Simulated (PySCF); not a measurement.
Zn(Me)(OSiH3) (CH6OSiZn), SMILES [CH3][Zn][O][SiH3].

Geometry: PBE-D3(BJ)/def2-SVP. The structure was generated by enumeration; whether it is a known compound was not checked. Other conformers were not sampled.

The numbers are results of PBE-D3(BJ)/def2-SVP (PySCF), not measurements.

Frequencies are harmonic and unscaled.

A small imaginary wavenumber (i) marks a very flat motion, where grid noise or a shallow saddle decides the sign.

```csv
mode,ν (cm⁻¹),IR (km/mol),moving atoms (share of kinetic energy)
1,18i,0.1,H 92 %
2,33,0.3,"H 71 %, O 16 %"
3,69,0.1,"C 26 %, Si 23 %, H 23 %, O 16 %, Zn 12 %"
4,134,8.0,"Zn 33 %, O 30 %, C 20 %, H 17 %"
5,149,6.8,"Zn 33 %, O 26 %, H 15 %, Si 13 %, C 12 %"
6,453,6.3,"O 36 %, C 24 %, Si 21 %, H 13 %"
7,600,19.8,"C 43 %, Zn 31 %, H 16 %"
8,695,9.0,"H 82 %, C 14 %"
9,697,17.2,"H 82 %, C 16 %"
10,702,87.2,H 82 %
11,717,67.2,"H 79 %, O 10 %, Si 10 %"
12,909,74.3,H 96 %
13,917,72.4,H 96 %
14,983,157.2,H 90 %
15,992,569.5,"O 70 %, Si 25 %"
16,1164,2.2,"H 81 %, C 19 %"
17,1380,2.0,H 95 %
18,1381,1.8,H 95 %
19,2106,198.0,H 96 %
20,2113,133.3,H 98 %
21,2152,162.8,H 97 %
22,2982,5.9,H 97 %
23,3087,2.7,"H 91 %, C 9 %"
24,3088,2.7,"H 91 %, C 9 %"
```
